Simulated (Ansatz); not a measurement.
Born–Oppenheimer molecular dynamics of a periodic cell of 23 atoms, H14CO8 (contents 6 H2O + 1 HCOOH, density as packed 1.17 g/cm³ with natural masses). It starts from a partly relaxed structure (largest force component 0.35 eV/Å).

Computed with DFT PBE-D3(BJ), scalar-relativistic, plane waves, PAW (Ansatz 0.2.0). Settings: accuracy low, cutoff 420 eV, k mesh 1x1x1, fermi-dirac smearing 0.02 eV, no spin polarisation.

- ensemble: NVT, Langevin thermostat
- time step: 0.5 fs
- steps asked: 300
- set temperature: 1000 K
- friction: 0.02 /fs
- seed: 849346

Frames 2.5 fs apart, positions in Å.

Velocities at 105.0 fs (Å/ps):

```
O -3.82 -7.44 11.50
H 17.42 44.61 -6.63
H 11.97 -3.00 23.01
O 6.41 10.05 12.43
H 12.87 -3.29 -39.19
H 17.99 -1.03 -21.38
O 3.32 -9.53 -1.51
H -4.24 -12.10 20.28
H -27.66 8.89 -27.26
O 2.21 12.81 16.15
H 21.58 -13.47 22.67
H -24.02 -0.72 16.44
O 9.90 6.04 -0.70
H 24.50 -5.03 2.46
H 1.70 17.97 13.40
O 12.96 -2.77 -13.48
H 2.98 12.61 8.62
H 2.76 -20.91 -14.79
O 1.20 7.89 1.35
C -4.16 -11.20 8.11
O 2.35 -0.64 -4.90
H 38.66 39.08 17.37
H -1.01 -9.55 5.83
```

```xyz
23
Lattice="6.0249 0.0000 0.0000 0.0000 6.0249 0.0000 0.0000 0.0000 6.0249" Properties=species:S:1:pos:R:3 time_fs=105.0 energy_less_start_eV=2.507 T=762
O 2.666 2.607 3.139
H 3.717 2.681 3.209
H 2.273 3.484 3.406
O 2.599 1.100 5.102
H 2.552 2.066 4.772
H 3.474 0.925 4.679
O 5.673 2.675 3.422
H 6.212 3.385 3.674
H 6.254 2.470 2.684
O 5.008 5.710 4.707
H 5.367 6.578 4.838
H 5.334 5.494 3.775
O 1.265 5.019 2.881
H 1.477 5.537 3.659
H 1.024 5.673 2.101
O 0.635 0.535 0.654
H 0.135 -0.226 0.268
H 1.205 0.910 0.046
O 2.662 4.056 0.303
C 3.721 3.415 1.027
O 4.555 4.112 1.606
H 2.663 5.058 0.545
H 3.606 2.336 0.854
23
Lattice="6.0249 0.0000 0.0000 0.0000 6.0249 0.0000 0.0000 0.0000 6.0249" Properties=species:S:1:pos:R:3 time_fs=107.5 energy_less_start_eV=2.351 T=863
O 2.662 2.588 3.170
H 3.698 2.784 3.193
H 2.313 3.476 3.417
O 2.615 1.126 5.137
H 2.572 2.028 4.687
H 3.497 0.904 4.622
O 5.676 2.643 3.422
H 6.207 3.411 3.763
H 6.197 2.461 2.605
O 5.022 5.738 4.745
H 5.441 6.602 4.893
H 5.255 5.495 3.842
O 1.283 5.034 2.876
H 1.531 5.556 3.649
H 1.016 5.699 2.164
O 0.662 0.527 0.622
H 0.152 -0.182 0.274
H 1.266 0.894 -0.043
O 2.670 4.078 0.305
C 3.710 3.394 1.046
O 4.553 4.110 1.595
H 2.760 5.095 0.563
H 3.598 2.313 0.862
23
Lattice="6.0249 0.0000 0.0000 0.0000 6.0249 0.0000 0.0000 0.0000 6.0249" Properties=species:S:1:pos:R:3 time_fs=110.0 energy_less_start_eV=2.386 T=904
O 2.673 2.563 3.201
H 3.596 2.862 3.161
H 2.331 3.464 3.380
O 2.626 1.153 5.173
H 2.549 1.970 4.639
H 3.412 0.847 4.618
O 5.681 2.602 3.426
H 6.130 3.446 3.825
H 6.115 2.429 2.559
O 5.046 5.761 4.779
H 5.517 6.663 4.917
H 5.199 5.498 3.863
O 1.302 5.037 2.870
H 1.561 5.593 3.609
H 1.062 5.703 2.234
O 0.695 0.528 0.588
H 0.177 -0.204 0.245
H 1.349 0.890 -0.143
O 2.688 4.101 0.309
C 3.705 3.394 1.066
O 4.554 4.103 1.581
H 2.867 4.988 0.548
H 3.587 2.287 0.906
23
Lattice="6.0249 0.0000 0.0000 0.0000 6.0249 0.0000 0.0000 0.0000 6.0249" Properties=species:S:1:pos:R:3 time_fs=112.5 energy_less_start_eV=2.308 T=1008
O 2.685 2.536 3.235
H 3.554 2.906 3.129
H 2.315 3.469 3.315
O 2.639 1.186 5.203
H 2.490 1.944 4.575
H 3.309 0.757 4.686
O 5.689 2.565 3.433
H 6.023 3.388 3.767
H 6.021 2.422 2.562
O 5.075 5.790 4.810
H 5.530 6.664 4.930
H 5.180 5.519 3.858
O 1.322 5.028 2.870
H 1.582 5.664 3.587
H 1.114 5.718 2.222
O 0.728 0.530 0.551
H 0.226 -0.260 0.192
H 1.386 0.834 -0.167
O 2.708 4.116 0.311
C 3.694 3.408 1.091
O 4.552 4.090 1.564
H 2.994 5.016 0.523
H 3.575 2.275 0.952
23
Lattice="6.0249 0.0000 0.0000 0.0000 6.0249 0.0000 0.0000 0.0000 6.0249" Properties=species:S:1:pos:R:3 time_fs=115.0 energy_less_start_eV=2.457 T=1015
O 2.692 2.517 3.271
H 3.600 2.896 3.086
H 2.258 3.446 3.256
O 2.651 1.221 5.231
H 2.419 1.925 4.511
H 3.262 0.632 4.733
O 5.698 2.523 3.438
H 5.933 3.379 3.722
H 5.954 2.435 2.522
O 5.104 5.807 4.839
H 5.517 6.661 4.935
H 5.179 5.584 3.890
O 1.341 5.018 2.881
H 1.589 5.701 3.573
H 1.169 5.715 2.119
O 0.754 0.525 0.510
H 0.316 -0.244 0.154
H 1.418 0.724 -0.132
O 2.737 4.129 0.316
C 3.669 3.425 1.104
O 4.556 4.080 1.553
H 3.116 5.114 0.477
H 3.578 2.291 0.995
23
Lattice="6.0249 0.0000 0.0000 0.0000 6.0249 0.0000 0.0000 0.0000 6.0249" Properties=species:S:1:pos:R:3 time_fs=117.5 energy_less_start_eV=2.276 T=1195
O 2.698 2.511 3.302
H 3.617 2.825 3.098
H 2.175 3.329 3.199
O 2.663 1.250 5.259
H 2.393 1.882 4.499
H 3.216 0.542 4.816
O 5.707 2.478 3.445
H 5.820 3.452 3.658
H 5.920 2.452 2.460
O 5.129 5.815 4.870
H 5.496 6.744 4.922
H 5.154 5.672 3.914
O 1.356 5.018 2.900
H 1.590 5.669 3.529
H 1.248 5.620 2.043
O 0.778 0.517 0.476
H 0.382 -0.242 0.098
H 1.563 0.675 -0.152
O 2.775 4.153 0.327
C 3.645 3.446 1.101
O 4.569 4.079 1.546
H 3.197 5.093 0.423
H 3.557 2.351 1.029
23
Lattice="6.0249 0.0000 0.0000 0.0000 6.0249 0.0000 0.0000 0.0000 6.0249" Properties=species:S:1:pos:R:3 time_fs=120.0 energy_less_start_eV=2.820 T=1021
O 2.702 2.509 3.326
H 3.627 2.727 3.179
H 2.071 3.190 3.120
O 2.680 1.275 5.290
H 2.429 1.827 4.500
H 3.175 0.536 4.935
O 5.716 2.440 3.448
H 5.684 3.490 3.555
H 5.865 2.447 2.442
O 5.146 5.828 4.905
H 5.480 6.800 4.897
H 5.142 5.729 3.928
O 1.364 5.016 2.913
H 1.607 5.662 3.574
H 1.314 5.449 2.051
O 0.803 0.505 0.457
H 0.379 -0.293 0.012
H 1.714 0.656 -0.124
O 2.817 4.181 0.337
C 3.615 3.477 1.078
O 4.590 4.084 1.543
H 3.237 4.999 0.351
H 3.492 2.413 1.060
23
Lattice="6.0249 0.0000 0.0000 0.0000 6.0249 0.0000 0.0000 0.0000 6.0249" Properties=species:S:1:pos:R:3 time_fs=122.5 energy_less_start_eV=3.169 T=908
O 2.708 2.498 3.354
H 3.666 2.639 3.241
H 1.947 3.084 3.028
O 2.701 1.293 5.323
H 2.475 1.811 4.462
H 3.212 0.546 5.023
O 5.724 2.402 3.445
H 5.551 3.381 3.474
H 5.806 2.433 2.495
O 5.167 5.848 4.932
H 5.467 6.806 4.903
H 5.144 5.733 3.954
O 1.368 5.011 2.936
H 1.599 5.707 3.638
H 1.330 5.338 2.037
O 0.826 0.494 0.437
H 0.403 -0.276 -0.002
H 1.745 0.664 -0.026
O 2.850 4.196 0.339
C 3.598 3.519 1.057
O 4.613 4.093 1.539
H 3.302 5.052 0.278
H 3.404 2.436 1.083
23
Lattice="6.0249 0.0000 0.0000 0.0000 6.0249 0.0000 0.0000 0.0000 6.0249" Properties=species:S:1:pos:R:3 time_fs=125.0 energy_less_start_eV=3.671 T=724
O 2.702 2.491 3.382
H 3.677 2.577 3.292
H 1.932 2.998 2.963
O 2.726 1.311 5.354
H 2.505 1.811 4.433
H 3.315 0.545 5.053
O 5.728 2.365 3.441
H 5.430 3.254 3.431
H 5.776 2.388 2.495
O 5.192 5.866 4.949
H 5.417 6.785 4.938
H 5.177 5.680 3.979
O 1.369 5.004 2.964
H 1.580 5.700 3.609
H 1.340 5.335 2.001
O 0.853 0.484 0.421
H 0.451 -0.241 -0.007
H 1.720 0.694 0.083
O 2.868 4.207 0.328
C 3.597 3.542 1.050
O 4.632 4.095 1.537
H 3.381 5.127 0.178
H 3.311 2.457 1.111
```

Of the whole run (150 fs, mean temperature of the second half 961 K): A run of 0.15 ps of so small a system gives no equilibrium averages. Limits of this set-up: coarse k mesh, low accuracy level.

The run took 7 min on 1 thread of Intel(R) Xeon(R) Platinum 8259CL CPU @ 2.50GHz (Skylake/Cascade Lake), on a shared host, peak memory 0.45 GiB.
